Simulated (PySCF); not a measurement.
## Two-dimensional NMR puzzle

Compound of formula C3H2F6. Correlations simulated from computed shifts and the bond graph:

HSQC (one-bond C–H):
```csv
δH,δC
2.67,42.0
```

HMBC (two and three bonds, from the bond graph):
```csv
δH,δC
2.67,133.7
```

Carbons without hydrogens: δ 133.7.

[PySCF 2.14.0 with density-fitted response routines: NMR shieldings at B97-2/pcSseg-2/GIAO; PBE0-D3(BJ)/def2-TZVP structure; no relativistic terms; no solvent; averaged over atoms made equivalent by symmetry, fast rotation or ring inversion; one conformer]

Chemical shifts δ = σref − σ; TMS for $^{1}$H (σref 31.64), $^{13}$C (σref 185.38), all at this level.

Exchangeable hydrogens are left out of these lists.

Which molecule is this?

## Answers

SMILES FC(F)(F)CC(F)(F)F.

Structure with atom numbers: `[F:1][C:2]([F:3])([F:4])[CH2:5][C:6]([F:7])([F:8])[F:9]`; H(Xn) means a hydrogen on atom n.

δC 133.7 is C2/C6, a CF3 carbon. δC 42.0 is C5, an sp3 CH2 (δH 2.67). HMBC from δH 2.67 reaches the proton-free carbon C2/C6.

The data come from this structure; uniqueness wasn't tested.

Shifts are as computed. Against solution values, carbons near 30 ppm lie about +3 ppm off and those near 130 ppm about +7 ppm. Of 1211 compounds with measured shifts, 218 miss one by over three times the rms of a fit or turn the order of signals round; such compounds aren't used in these exercises.
